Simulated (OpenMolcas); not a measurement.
# Si2+: from CASSCF to CASPT2

* Program: OpenMolcas 26.06
* Basis: ANO-RCC-VQZP [6s5p3d2f1g]
* Scalar Hamiltonian: DKH2, point nucleus
* Active space: 2 electrons in 8 orbitals (3s 3p 4s 4p)
* State averaging: 2S+1 = 3 even, 3 roots; 2S+1 = 1 even, 7 roots; 2S+1 = 3 odd, 3 roots; 2S+1 = 1 odd, 3 roots
* Spin-orbit coupling: state interaction with AMFI integrals over the reference wave functions, term energies averaged over their components

Methods on the same reference wave functions:
A. CASSCF
B. SS-CASPT2, IPEA 0.25 Eh, imaginary shift 0.1 Eh (closed shells correlated: 2s 2p)
C. MS-CASPT2, IPEA 0.25 Eh, imaginary shift 0.1 Eh (closed shells correlated: 2s 2p)

Energies in cm⁻¹ above 3s² ¹S₀, the measured ground level; measured values from NIST levels in Kelleher and Podobedova, J. Phys. Chem. Ref. Data 37, 1285 (2008).

```csv
Level,A,B,C,Measured
3s² ¹S₀,0.0,0.0,0.0,0.0
3s 3p ³P°₀,52430,52147,52148,52725
3s 3p ³P°₁,52539,52256,52257,52853
3s 3p ³P°₂,52758,52476,52476,53115
3s 3p ¹P°₁,92917,84301,84301,82884
```

Deviations, from unrounded energies. A percentage is the sum of absolute deviations over the sum of measured energies, with the sign that they share, or ± where signs differ.

| Against measurement | Levels | A | B | C |
| --- | --- | --- | --- | --- |
| mean absolute deviation (cm-1) | 4 | 2700 | 810 | 810 |
| other configurations (%) | 4 | ±4.6 | ±1.3 | ±1.3 |

B, C lie about equally close to measurement and A furthest from it. The largest miss of C in the table is 3s 3p ¹P°₁, by +1400 cm-1. The ranking rests on the paired levels alone, and a cruder setting can come out closer through cancelling errors.

Between B and C no level of the table moves by more than 5 cm-1.

The lowest spin-free term lies below A's lowest term by 0.056 hartree in B, 0.056 hartree in C.

Over all roots computed the reference weight is 0.90 to 0.99 in B, 0.90 to 0.99 in C; the roots of lowest weight are the least certain, and an intruder state may touch them. The run also gave levels led by 3s 4s, which use shells meant for correlation; these and all levels above them are left out. Computed and measured levels are paired by configuration, term and J; levels that our copy of the source lacks, or whose pairing is in doubt (as where it misses far off the trend of its configuration), stay unpaired and out of the deviations. Levels of configurations outside the active space are missing. Levels that lie high or do not pair safely by name in every column are left out.

° marks odd parity.
